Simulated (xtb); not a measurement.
HfO2, charge -1, doublet, from a rough starting geometry (GFN-xTB shapes and energies of metal compounds can be far from the true ones) (the multiplicity is a formal guess); xtb with GFN2-xTB.

xtb was given this input:
```
$ xtb mol.xyz --gfn 2 --chrg -1 --uhf 1 --opt vtight --json

# file mol.xyz
3

Hf     0.00852005    -0.00775675     0.04032494
O      1.32071093     0.29358205    -1.11506479
O     -1.37410553    -0.31350997     1.15723882
```

Output, abridged:

```
   ID    Z sym.   atoms
    1   72 Hf     1
    2    8 O      2, 3

           -------------------------------------------------
          |                Calculation Setup                |
           -------------------------------------------------

           -------------------------------------------------
          |                 G F N 2 - x T B                 |
           -------------------------------------------------

          ...................................................
          :                      SETUP                      :
          :.................................................:
          :  # basis functions                  18          :
          :  # atomic orbitals                  17          :
          :  # shells                            7          :
          :  # electrons                        17          :
          :  max. iterations                   250          :
          :  Hamiltonian                  GFN2-xTB          :
          :  restarted?                      false          :
          :  GBSA solvation                  false          :
          :  PC potential                    false          :
          :  electronic temp.          300.0000000     K    :
          :  accuracy                    1.0000000          :
          :  -> integral cutoff          0.2500000E+02      :
          :  -> integral neglect         0.1000000E-07      :
          :  -> SCF convergence          0.1000000E-05 Eh   :
          :  -> wf. convergence          0.1000000E-03 e    :
          :  Broyden damping             0.4000000          :
          :  net charge                         -1          :
          :  unpaired electrons                  1          :
          ...................................................

 iter      E             dE          RMSdq      gap      omega  full diag
   1      4.1899243  0.418992E+01  0.601E+01    0.81       0.0  T
   2     -7.2619638 -0.114519E+02  0.344E+01    0.00       1.0  T
   3     -7.9894771 -0.727513E+00  0.233E+01    0.00       1.0  T
   4     -9.0980120 -0.110853E+01  0.257E+01    0.78       1.0  T
   5     -8.8250594  0.272953E+00  0.210E+01    0.63       1.0  T
   6     16.1521419  0.249772E+02  0.848E+01    5.53       1.0  T
   7     15.8123804 -0.339762E+00  0.853E+01    5.27       1.0  T
   8     -8.8825587 -0.246949E+02  0.205E+01    0.71       1.0  T
   9     -9.3058013 -0.423243E+00  0.199E+01    1.00       1.0  T
  10     -9.3065513 -0.749921E-03  0.193E+01    1.00       1.0  T
  11     -9.4589174 -0.152366E+00  0.176E+01    1.06       1.0  T
  12     -9.5256639 -0.667465E-01  0.131E+01    1.11       1.0  T
  13     -9.7218193 -0.196155E+00  0.783E+00    1.10       1.0  T
  14     -9.6865972  0.352221E-01  0.770E+00    1.12       1.0  T
  15     -9.7403025 -0.537052E-01  0.559E+00    1.10       1.0  T
  16     -9.7560886 -0.157861E-01  0.387E+00    1.09       1.0  T
  17     -9.7624927 -0.640414E-02  0.243E+00    1.08       1.0  T
  18     -9.7648477 -0.235499E-02  0.821E-01    1.07       1.0  T
  19     -9.7647560  0.916665E-04  0.216E-01    1.07       1.0  T
  20     -9.7645813  0.174750E-03  0.286E-01    1.07       1.0  T
  21     -9.7647927 -0.211401E-03  0.202E-01    1.07       1.0  T
  22     -9.7648758 -0.831338E-04  0.688E-02    1.07       1.0  T
  23     -9.7648748  0.101811E-05  0.241E-02    1.07       2.4  T
  24     -9.7648620  0.127623E-04  0.579E-02    1.07       1.0  T
  25     -9.7648750 -0.129674E-04  0.175E-02    1.07       3.3  T
  26     -9.7648759 -0.875713E-06  0.104E-02    1.07       5.6  T
  27     -9.7648759 -0.751373E-07  0.611E-03    1.07       9.5  T
  28     -9.7648760 -0.150629E-07  0.144E-03    1.07      40.1  T
  29     -9.7648760 -0.391965E-08  0.597E-04    1.07      96.6  T
  30     -9.7648760  0.633094E-11  0.287E-04    1.07     201.2  T

   *** convergence criteria satisfied after 30 iterations ***

         :::::::::::::::::::::::::::::::::::::::::::::::::::::
         ::                     SUMMARY                     ::
         :::::::::::::::::::::::::::::::::::::::::::::::::::::
         :: total energy              -9.735179580086 Eh    ::
         :: gradient norm              0.020918169132 Eh/a0 ::
         :: HOMO-LUMO gap              1.069983886463 eV    ::
         ::.................................................::
         :: SCC energy                -9.764875982293 Eh    ::
         :: -> isotropic ES            0.264388067767 Eh    ::
         :: -> anisotropic ES          0.021689596892 Eh    ::
         :: -> anisotropic XC         -0.003832680369 Eh    ::
         :: -> dispersion             -0.001553750075 Eh    ::
         :: repulsion energy           0.029696402207 Eh    ::
         :: add. restraining           0.000000000000 Eh    ::
         :: total charge              -1.000000000038 e     ::
         :::::::::::::::::::::::::::::::::::::::::::::::::::::

      -----------------------------------------------------------
     |                   =====================                   |
     |                        A N C O P T                        |
     |                   =====================                   |
     |               Approximate Normal Coordinate               |
     |                Rational Function Optimizer                |
      -----------------------------------------------------------
      -----------------------------------------------------------
     |                   =====================                   |
     |                        A N C O P T                        |
     |                   =====================                   |
     |               Approximate Normal Coordinate               |
     |                Rational Function Optimizer                |
      -----------------------------------------------------------

          ...................................................
          :                      SETUP                      :
[...]
 * total energy  :    -9.7364847 Eh     change       -0.5887637E-03 Eh
 * total energy  :    -9.7366075 Eh     change       -0.1227998E-03 Eh
 * total energy  :    -9.7366610 Eh     change       -0.5347639E-04 Eh
 * total energy  :    -9.7368162 Eh     change       -0.1551829E-03 Eh
 * total energy  :    -9.7372238 Eh     change       -0.4075881E-03 Eh
 * total energy  :    -9.7373638 Eh     change       -0.1399815E-03 Eh
 * total energy  :    -9.7379447 Eh     change       -0.5809376E-03 Eh
 * total energy  :    -9.7381788 Eh     change       -0.2340474E-03 Eh
 * total energy  :    -9.7384075 Eh     change       -0.2287675E-03 Eh
 * total energy  :    -9.7384360 Eh     change       -0.2844344E-04 Eh
 * total energy  :    -9.7384446 Eh     change       -0.8637139E-05 Eh
 * total energy  :    -9.7384491 Eh     change       -0.4518448E-05 Eh
 * total energy  :    -9.7384492 Eh     change       -0.7549160E-07 Eh
   *** GEOMETRY OPTIMIZATION CONVERGED AFTER 20 ITERATIONS ***
[...]
          :  # electrons                        17          :
          :  max. iterations                   250          :
          :  Hamiltonian                  GFN2-xTB          :
          :  restarted?                      false          :
          :  GBSA solvation                  false          :
          :  PC potential                    false          :
          :  electronic temp.          300.0000000     K    :
          :  accuracy                    1.0000000          :
          :  -> integral cutoff          0.2500000E+02      :
          :  -> integral neglect         0.1000000E-07      :
          :  -> SCF convergence          0.1000000E-05 Eh   :
          :  -> wf. convergence          0.1000000E-03 e    :
          :  Broyden damping             0.4000000          :
          :  net charge                         -1          :
          :  unpaired electrons                  1          :
          ...................................................

 iter      E             dE          RMSdq      gap      omega  full diag
   1     -9.7723558 -0.977236E+01  0.191E-05    0.84       0.0  T
   2     -9.7723558  0.889955E-12  0.153E-05    0.84    3772.5  T
   3     -9.7723558 -0.107825E-11  0.144E-05    0.84    4004.2  T

   *** convergence criteria satisfied after 3 iterations ***

         :::::::::::::::::::::::::::::::::::::::::::::::::::::
         ::                     SUMMARY                     ::
         :::::::::::::::::::::::::::::::::::::::::::::::::::::
         :: total energy              -9.738449202044 Eh    ::
         :: gradient norm              0.000017425201 Eh/a0 ::
         :: HOMO-LUMO gap              0.839927590303 eV    ::
         ::.................................................::
         :: SCC energy                -9.772355785064 Eh    ::
         :: -> isotropic ES            0.256891075339 Eh    ::
         :: -> anisotropic ES          0.018168491594 Eh    ::
         :: -> anisotropic XC         -0.006226897270 Eh    ::
         :: -> dispersion             -0.001578625542 Eh    ::
         :: repulsion energy           0.033906583019 Eh    ::
         :: add. restraining           0.000000000000 Eh    ::
         :: total charge              -1.000000000002 e     ::
         :::::::::::::::::::::::::::::::::::::::::::::::::::::

           -------------------------------------------------
          |                Property Printout                |
           -------------------------------------------------

    * Orbital Energies and Occupations

         #    Occupation            Energy/Eh            Energy/eV
      -------------------------------------------------------------
         1        2.0000           -0.4248082             -11.5596
         2        2.0000           -0.3981268             -10.8336
         3        2.0000           -0.2225779              -6.0567
         4        2.0000           -0.1725186              -4.6945
         5        2.0000           -0.1662209              -4.5231
         6        2.0000           -0.1515770              -4.1246
         7        2.0000           -0.1489315              -4.0526
         8        2.0000           -0.1399615              -3.8085
         9        1.0000           -0.0798965              -2.1741 (HOMO)
        10                         -0.0490297              -1.3342 (LUMO)
        11                         -0.0464478              -1.2639
        12                         -0.0166191              -0.4522
        13                          0.0160692               0.4373
        14                          0.1690339               4.5996
        15                          0.1730768               4.7097
        16                          0.4135413              11.2530
        17                          0.5452087              14.8359
      -------------------------------------------------------------
                  HL-Gap            0.0308668 Eh            0.8399 eV
             Fermi-level           -0.0872112 Eh           -2.3731 eV

     #   Z          covCN         q      C6AA      α(0)
     1  72 Hf       1.398     0.453   686.095    71.803
     2   8 O        0.699    -0.727    29.548     7.283
     3   8 O        0.699    -0.727    29.547     7.283

 Mol. C6AA /au·bohr⁶  :       1300.427148
 Mol. C8AA /au·bohr⁸  :     172704.029017
 Mol. α(0) /au        :         86.368640

Wiberg/Mayer (AO) data.
largest (>0.10) Wiberg bond orders for each atom

 ---------------------------------------------------------------------------
     #   Z sym  total        # sym  WBO       # sym  WBO       # sym  WBO
 ---------------------------------------------------------------------------
     1  72 Hf   3.731 --     3 O    1.865     2 O    1.865
     2   8 O    2.042 --     1 Hf   1.865     3 O    0.177
     3   8 O    2.042 --     1 Hf   1.865     2 O    0.177
 ---------------------------------------------------------------------------

Topologies differ in total number of bonds
Writing topology from bond orders to xtbtopo.mol

molecular dipole:
                 x           y           z       tot (Debye)
 q only:        0.677       0.010       0.713
   full:        1.219       0.004       1.353       4.630
molecular quadrupole (traceless):
                xx          xy          yy          xz          yz          zz
 q only:       -4.932      -2.683       6.300      10.056       2.233      -1.368
  q+dip:       -4.857      -2.727       5.636      11.178       2.221      -0.779
   full:       -5.858      -3.295       6.858      13.487       2.697      -1.000

optimized geometry written to: xtbopt.xyz

           -------------------------------------------------
          | TOTAL ENERGY               -9.738449202044 Eh   |
          | GRADIENT NORM               0.000017425201 Eh/α |
          | HOMO-LUMO GAP               0.839927590303 eV   |
           -------------------------------------------------

normal termination of xtb
```
